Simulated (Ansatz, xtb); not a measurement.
**C5H6N2Si: which of two isomers lies lower**

Structure I: `N#CC1=C[Si@H](N)C=C1`, a singlet. Structure II: `N#CC1=C[C@H]([SiH3])N=C1`, a singlet. Both are isolated molecules in the gas phase, relaxed with r2SCAN-D4/def2-SVP; the shapes shown needn't be the lowest conformers.

I (Å):

```xyz
14

C    -1.3577   -0.5007    2.2136
C    -0.4638   -0.6733    1.1103
C     0.6099    0.1300    0.8741
C     0.1823   -1.8876   -0.8772
C    -0.6981   -1.7913    0.1415
N    -2.0979   -0.3733    3.1059
N     1.7908    0.6318   -1.8708
Si    1.4910   -0.5453   -0.6498
H     0.8535    0.9672    1.5325
H     2.8137   -1.1546   -0.3185
H     2.5375    0.4901   -2.5429
H     1.0319    1.1715   -2.2752
H     0.0963   -2.6783   -1.6279
H    -1.5496   -2.4620    0.3055
```

II (Å):

```xyz
14

C     0.0056    0.1952    2.6081
C     0.0518    0.0674    1.1941
C    -0.5723   -0.8770    0.4154
C    -0.1504   -0.6070   -0.9691
C     0.7920    0.9314    0.2747
N    -0.0157    0.3209    3.7671
N     0.6535    0.5823   -0.9692
Si    1.0895   -1.9790   -1.5466
H    -1.2179   -1.6873    0.7576
H    -0.9355   -0.6113   -1.7474
H     0.3812   -3.2927   -1.5285
H     1.5263   -1.6589   -2.9315
H     2.2283   -1.9807   -0.5903
H     1.4103    1.7834    0.5759
```

Quicker runs give these differences E(II) − E(I): GFN2-xTB −16.6 kcal/mol; HF/STO-3G +10.4 kcal/mol (at GFN2-xTB geometries); r2SCAN-D4/def2-SVP//GFN2-xTB +17.2 kcal/mol.

Task: Estimate which is lower in electronic energy at CCSD(T)/def2-SVP + ΔMP2/def2-TZVPP, and by roughly how much.

Result: The CCSD(T)/def2-SVP + ΔMP2/def2-TZVPP calculation puts structure I lower, by 24.8 kcal/mol.

Level by level:

| level | geometry | E(II) − E(I) (kcal/mol) | departure from the last row (kcal/mol) | job, with rough time for the two |
| --- | --- | --- | --- | --- |
| GFN2-xTB | GFN2-xTB | −16.6 | −41.4 | optimisation, 0.24 s |
| HF/STO-3G | GFN2-xTB | +10.4 | −14.4 | single point, 0.44 s |
| r2SCAN-D4/def2-SVP//GFN2-xTB | GFN2-xTB | +17.2 | −7.5 | single point, 4.5 s |
| r2SCAN-D4/def2-SVP | r2SCAN-D4/def2-SVP | +16.7 | −8.1 | optimisation, 49 s |
| HF/def2-SVP | r2SCAN-D4/def2-SVP | +22.8 | −1.9 | part of the CCSD(T) run |
| MP2/def2-SVP | r2SCAN-D4/def2-SVP | +15.7 | −9.1 | part of the CCSD(T) run |
| CCSD(T)/def2-SVP | r2SCAN-D4/def2-SVP | +16.8 | −8.0 | single point |
| CCSD(T)/def2-SVP + ΔMP2/def2-TZVPP | r2SCAN-D4/def2-SVP | +24.8 |  | single point, 92 s |

As drawn, II has 1 C–C, 1 C–N, 1 C=N, 2 Si–H in place of 1 C=C, 1 C–Si, 1 N–Si, 2 N–H.

GFN2-xTB puts the two in the other order. The largest departure from CCSD(T)/def2-SVP + ΔMP2/def2-TZVPP is that of GFN2-xTB, 41.4 kcal/mol. The last row adds to CCSD(T) the change of the MP2 difference between the two basis sets, here +8.0 kcal/mol, a large step that makes the value less sure.

With thermal terms from frequencies at re-optimised GFN2-xTB minima (ideal gas, soft modes damped towards free rotors, one conformer each, 298.15 K, 1 atm): on the last row, ΔE + ΔZPE = +22.4, ΔH = +22.1, ΔG = +22.5 kcal/mol.

The correlated steps freeze 12 core orbitals. Codes used: Ansatz 0.2.0, xtb 6.7.1; the last row on 4 threads of Arm Neoverse V1 on a shared host.
